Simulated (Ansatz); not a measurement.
```yaml
crystal:
  periodic: [false, false, false]
  atoms:
    - {symbol: C, position_ang: [-6.079789, 0.136285, -1.384060]}
    - {symbol: C, position_ang: [-4.691342, -0.415280, -0.516580]}
    - {symbol: C, position_ang: [-3.876040, 0.894043, 0.489613]}
    - {symbol: C, position_ang: [-2.899340, 0.517631, 1.238702]}
    - {symbol: C, position_ang: [-1.584405, 0.197004, 0.385726]}
    - {symbol: C, position_ang: [-0.254805, -0.052597, 1.351743]}
    - {symbol: C, position_ang: [0.970078, -0.009096, 0.409409]}
    - {symbol: C, position_ang: [2.315704, -0.458411, 1.156505]}
    - {symbol: C, position_ang: [3.586276, -0.826478, 0.128973]}
    - {symbol: C, position_ang: [4.062614, 0.345364, -0.265442]}
    - {symbol: B, position_ang: [5.420338, 0.200834, -1.151923]}
    - {symbol: O, position_ang: [5.864533, -1.290277, -1.048784]}
    - {symbol: O, position_ang: [5.937054, 1.312499, -1.839109]}
    - {symbol: H, position_ang: [-6.547338, 0.475332, -0.662077]}
    - {symbol: H, position_ang: [-5.377019, 0.961080, -1.986836]}
    - {symbol: H, position_ang: [-6.268886, -0.887958, -1.850745]}
    - {symbol: H, position_ang: [-4.545208, -1.481970, 0.233374]}
    - {symbol: H, position_ang: [-3.981135, -0.746026, -1.297822]}
    - {symbol: H, position_ang: [-3.804405, 1.689350, -0.291504]}
    - {symbol: H, position_ang: [-4.818432, 1.287034, 0.965305]}
    - {symbol: H, position_ang: [-2.501575, 1.349147, 2.004555]}
    - {symbol: H, position_ang: [-2.925367, -0.529172, 1.975605]}
    - {symbol: H, position_ang: [-1.388307, -0.729863, -0.380673]}
    - {symbol: H, position_ang: [-1.107715, 0.930263, -0.202411]}
    - {symbol: H, position_ang: [-0.027704, 0.939667, 2.013667]}
    - {symbol: H, position_ang: [-0.435036, -1.031242, 1.933164]}
    - {symbol: H, position_ang: [1.178045, 0.720977, -0.094872]}
    - {symbol: H, position_ang: [0.821766, -1.034929, -0.341170]}
    - {symbol: H, position_ang: [2.586217, 0.499471, 2.038085]}
    - {symbol: H, position_ang: [1.995638, -1.583119, 1.924167]}
    - {symbol: H, position_ang: [4.560055, -1.053467, 0.924898]}
    - {symbol: H, position_ang: [3.206551, -1.813104, -0.031502]}
    - {symbol: H, position_ang: [3.385064, 0.571275, -1.141405]}
    - {symbol: H, position_ang: [4.155916, 1.208685, 0.245186]}
    - {symbol: H, position_ang: [6.800734, -1.194795, -1.613088]}
    - {symbol: H, position_ang: [6.815055, 0.975818, -2.315424]}
basis:
  gaussian: {orbitals: def2-mTZVPP}
hamiltonian: {xc: {name: HF}}
scf: {omitted_lower_state_checks: [starts]}
output: {forces: true}
```

```sh
$ ansatz run in.yaml --threads 4 --pin off --events-out ev --progress --plain --max-ram 9574MiB
```

It prints (some lines left out):

```
Functional definition: HF
  name "HF"
  cite "Fock, Z. Phys. 61, 126 (1930) doi:10.1007/BF01340294"
  parent pbe
  exchange = exact_x
  correlation = 0
these checks for a lower state are left out or cut short: starts
3468 factors; integrals over basis functions are off by at most 1.0e-3 eV
mean field evaluation 1: about -15395.3055 eV, gradient 6.5e1 eV
mean field evaluation 2: about -15395.6469 eV, gradient 6.5e1 eV
mean field evaluation 4: about -15406.4919 eV, gradient 8.0e0 eV
mean field evaluation 8: about -15406.6914 eV, gradient 5.5e-1 eV
mean field -15406.69262251 eV, -566.1855108461 hartree, gradient 9.6e-6 eV, S^2 0.000000; 0 other end points of the search recorded, 0 dependent functions left out
the calculation of the forces begins
reference -15406.69262251 eV, -566.1855108461 hartree; 52, 52 occupied and 320, 320 virtual orbitals, 3468 factors
Total energy: -15406.69262251 eV, -566.1855108461 hartree
Atom 0 at    -6.079789     0.136285    -1.384060 Å, force    11.683615    -4.614308    -5.285538 eV/Å
Atom 1 at    -4.691342    -0.415280    -0.516580 Å, force     2.864247    -0.898579     2.153487 eV/Å
Atom 2 at    -3.876040     0.894043     0.489613 Å, force   -14.384991     1.696830    -8.982008 eV/Å
Atom 3 at    -2.899340     0.517631     1.238702 Å, force    12.631243    -4.657621     7.920873 eV/Å
Atom 4 at    -1.584405     0.197004     0.385726 Å, force     4.013454    -3.006608     1.207971 eV/Å
Atom 5 at    -0.254805    -0.052597     1.351743 Å, force    -1.103976     2.599702    -0.178079 eV/Å
Atom 6 at     0.970078    -0.009096     0.409409 Å, force    -0.436662   -14.869648     5.186512 eV/Å
Atom 7 at     2.315704    -0.458411     1.156505 Å, force    -0.603785    -0.528700     4.143387 eV/Å
Atom 8 at     3.586276    -0.826478     0.128973 Å, force    -1.584188    -5.635941    14.004924 eV/Å
Atom 9 at     4.062614     0.345364    -0.265442 Å, force     2.742345     4.013619   -12.177040 eV/Å
Atom 10 at     5.420338     0.200834    -1.151923 Å, force    -0.913350    -2.360099     1.344052 eV/Å
Atom 11 at     5.864533    -1.290277    -1.048784 Å, force     5.026784     6.211704    -4.581415 eV/Å
Atom 12 at     5.937054     1.312499    -1.839109 Å, force     3.777899    -4.695644    -0.955735 eV/Å
Atom 13 at    -6.547338     0.475332    -0.662077 Å, force    -6.012723     3.425833     5.923452 eV/Å
Atom 14 at    -5.377019     0.961080    -1.986836 Å, force    -3.283671    -2.433439     1.051151 eV/Å
Atom 15 at    -6.268886    -0.887958    -1.850745 Å, force    -0.868977     2.582248     0.076680 eV/Å
Atom 16 at    -4.545208    -1.481970     0.233374 Å, force    -1.843077     3.481406    -2.165361 eV/Å
Atom 17 at    -3.981135    -0.746026    -1.297822 Å, force    -0.327972     0.711799     0.435824 eV/Å
Atom 18 at    -3.804405     1.689350    -0.291504 Å, force     1.339430    -0.755013     0.863444 eV/Å
Atom 19 at    -4.818432     1.287034     0.965305 Å, force     1.233048    -0.625732     0.428788 eV/Å
Atom 20 at    -2.501575     1.349147     2.004555 Å, force    -1.207370    -1.863158    -1.786848 eV/Å
Atom 21 at    -2.925367    -0.529172     1.975605 Å, force    -0.986320     3.372245    -2.346909 eV/Å
Atom 22 at    -1.388307    -0.729863    -0.380673 Å, force    -2.126010     1.930785     2.246279 eV/Å
Atom 23 at    -1.107715     0.930263    -0.202411 Å, force    -1.130361     1.882250    -0.783458 eV/Å
Atom 24 at    -0.027704     0.939667     2.013667 Å, force    -1.324293    -2.907212    -0.863673 eV/Å
Atom 25 at    -0.435036    -1.031242     1.933164 Å, force     1.089322     2.072911    -0.793761 eV/Å
Atom 26 at     1.178045     0.720977    -0.094872 Å, force     1.265259     8.554288    -5.504476 eV/Å
Atom 27 at     0.821766    -1.034929    -0.341170 Å, force     0.329251     3.394805     1.543394 eV/Å
Atom 28 at     2.586217     0.499471     2.038085 Å, force    -0.576884    -3.365869    -2.918830 eV/Å
Atom 29 at     1.995638    -1.583119     1.924167 Å, force     1.243117     4.006702    -2.633405 eV/Å
Atom 30 at     4.560055    -1.053467     0.924898 Å, force    -3.334474    -0.715301    -1.367900 eV/Å
Atom 31 at     3.206551    -1.813104    -0.031502 Å, force     0.809547     0.088134    -2.936203 eV/Å
Atom 32 at     3.385064     0.571275    -1.141405 Å, force     0.439461     1.313478     0.294140 eV/Å
Atom 33 at     4.155916     1.208685     0.245186 Å, force    -0.438516     2.085591     2.874409 eV/Å
Atom 34 at     6.800734    -1.194795    -1.613088 Å, force    -4.398428    -1.488877     2.834323 eV/Å
Atom 35 at     6.815055     0.975818    -2.315424 Å, force    -3.601995     1.997421     1.727550 eV/Å
Dipole moment:     0.487171     0.213008    -0.444840 e Å
Checks for a lower state left out: starts
```

Run time 29 s (4 threads of Arm Neoverse N1 on a shared host), peak host memory 1.7 GiB.
